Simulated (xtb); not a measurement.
C₃H₁₁Si₃ (SMILES [CH]1[SiH2]C[SiH2]C[SiH2]1), doublet, at a GFN2-xTB geometry; GFN1-xTB (xtb).

Here is a job for xtb.
```
$ xtb mol.xyz --gfn 1 --uhf 1 --opt --json

# file mol.xyz
17

C      1.51380197     0.81809202     0.50539771
Si     1.63754306    -0.92661904    -0.13014090
C     -0.04128886    -1.75001797     0.21374552
Si    -1.56054583    -0.84447112    -0.48872294
C     -1.26109377     1.02671936    -0.65496501
Si    -0.07402361     1.78201665     0.62271278
H      2.42327905     1.30358455     0.82984475
H      2.72881351    -1.65115256     0.54335961
H      1.90634651    -0.94257836    -1.57982010
H     -0.02920890    -2.77013691    -0.16692046
H     -0.16041559    -1.83641026     1.29372713
H     -1.89053458    -1.39651614    -1.81382299
H     -2.71149695    -1.07856137     0.39995844
H     -2.21868474     1.54335451    -0.61239872
H     -0.85904916     1.22467750    -1.64859725
H      0.16152622     3.20948361     0.34474771
H     -0.66072177     1.67252382     1.97096759
```

### Question
What does xtb print? Leave out banner, timings and long lists.

### Answer

```
   ID    Z sym.   atoms
    1    6 C      1, 3, 5
    2   14 Si     2, 4, 6
    3    1 H      7-17

           -------------------------------------------------
          |                Calculation Setup                |
           -------------------------------------------------

           -------------------------------------------------
          |                 G F N 1 - x T B                 |
           -------------------------------------------------

          ...................................................
          :                      SETUP                      :
          :.................................................:
          :  # basis functions                  64          :
          :  # atomic orbitals                  61          :
          :  # shells                           37          :
          :  # electrons                        35          :
          :  # halogen bonds                     0          :
          :  max. iterations                   250          :
          :  Hamiltonian                  GFN1-xTB          :
          :  restarted?                      false          :
          :  GBSA solvation                  false          :
          :  PC potential                    false          :
          :  electronic temp.          300.0000000     K    :
          :  accuracy                    1.0000000          :
          :  -> integral cutoff          0.2500000E+02      :
          :  -> integral neglect         0.1000000E-07      :
          :  -> SCF convergence          0.1000000E-05 Eh   :
          :  -> wf. convergence          0.2000000E-04 e    :
          :  Broyden damping             0.4000000          :
          :  net charge                          0          :
          :  unpaired electrons                  1          :
          ...................................................

 iter      E             dE          RMSdq      gap      omega  full diag
   1    -17.9480490 -0.179480E+02  0.741E+00    4.90       0.0  T
   2    -17.9763039 -0.282550E-01  0.449E+00    5.38       1.0  T
   3    -17.9760674  0.236502E-03  0.404E-01    5.23       1.0  T
   4    -17.9777651 -0.169769E-02  0.936E-02    5.34       1.0  T
   5    -17.9778314 -0.662941E-04  0.223E-02    5.31       1.1  T
   6    -17.9778325 -0.103236E-05  0.681E-03    5.32       3.6  T
   7    -17.9778327 -0.209657E-06  0.111E-03    5.32      21.9  T
   8    -17.9778327 -0.154724E-07  0.378E-04    5.32      64.1  T
[...]
 * total energy  :   -17.7780888 Eh     change       -0.4263256E-11 Eh
 * total energy  :   -17.7797959 Eh     change       -0.1707138E-02 Eh
 * total energy  :   -17.7800278 Eh     change       -0.2318912E-03 Eh
 * total energy  :   -17.7800852 Eh     change       -0.5745280E-04 Eh
 * total energy  :   -17.7801280 Eh     change       -0.4276511E-04 Eh
 * total energy  :   -17.7801622 Eh     change       -0.3417883E-04 Eh
 * total energy  :   -17.7801899 Eh     change       -0.2771491E-04 Eh
 * total energy  :   -17.7802122 Eh     change       -0.2228588E-04 Eh
 * total energy  :   -17.7802285 Eh     change       -0.1634747E-04 Eh
 * total energy  :   -17.7802396 Eh     change       -0.1106604E-04 Eh
 * total energy  :   -17.7802466 Eh     change       -0.6974498E-05 Eh
 * total energy  :   -17.7802509 Eh     change       -0.4272061E-05 Eh
   *** GEOMETRY OPTIMIZATION CONVERGED AFTER 12 ITERATIONS ***
         :: total energy             -17.780250852060 Eh    ::
[...]
    13H    -0.07463  0.01249   1.075  0.000  0.000
    14H     0.06636  0.12519   0.934  0.000  0.000
    15H     0.06978  0.12987   0.930  0.000  0.000
    16H    -0.07029  0.01693   1.070  0.000  0.000
    17H    -0.06253  0.02475   1.063  0.000  0.000

Wiberg/Mayer (AO) data.
largest (>0.10) Wiberg bond orders for each atom

 ---------------------------------------------------------------------------
     #   Z sym  total        # sym  WBO       # sym  WBO       # sym  WBO
 ---------------------------------------------------------------------------
     1   6 C    3.448 --     6 Si   1.164     2 Si   1.164     7 H    0.914
     2  14 Si   4.401 --     1 C    1.164     3 C    1.019     8 H    0.920
                             9 H    0.907     6 Si   0.118     4 Si   0.113
     3   6 C    3.942 --     2 Si   1.019     4 Si   1.017    10 H    0.892
                            11 H    0.881
     4  14 Si   4.328 --     3 C    1.017     5 C    1.016    12 H    0.928
                            13 H    0.928     6 Si   0.113     2 Si   0.113
     5   6 C    3.942 --     6 Si   1.019     4 Si   1.016    14 H    0.892
                            15 H    0.881
     6  14 Si   4.401 --     1 C    1.164     5 C    1.019    16 H    0.920
                            17 H    0.907     2 Si   0.118     4 Si   0.113
     7   1 H    0.997 --     1 C    0.914
     8   1 H    0.992 --     2 Si   0.920
     9   1 H    0.991 --     2 Si   0.907
    10   1 H    0.995 --     3 C    0.892
    11   1 H    0.996 --     3 C    0.881
    12   1 H    0.991 --     4 Si   0.928
    13   1 H    0.991 --     4 Si   0.928
    14   1 H    0.995 --     5 C    0.892
    15   1 H    0.996 --     5 C    0.881
    16   1 H    0.992 --     6 Si   0.920
    17   1 H    0.991 --     6 Si   0.907
 ---------------------------------------------------------------------------

Topologies differ in total number of bonds
Writing topology from bond orders to xtbtopo.mol

 dipole moment from electron density (au)
     X       Y       Z
   0.0165   0.0094   0.0051  total (Debye):    0.050

optimized geometry written to: xtbopt.xyz

           -------------------------------------------------
          | TOTAL ENERGY              -17.780250852060 Eh   |
          | GRADIENT NORM               0.000124343486 Eh/α |
          | HOMO-LUMO GAP               5.293709770303 eV   |
           -------------------------------------------------

normal termination of xtb
```
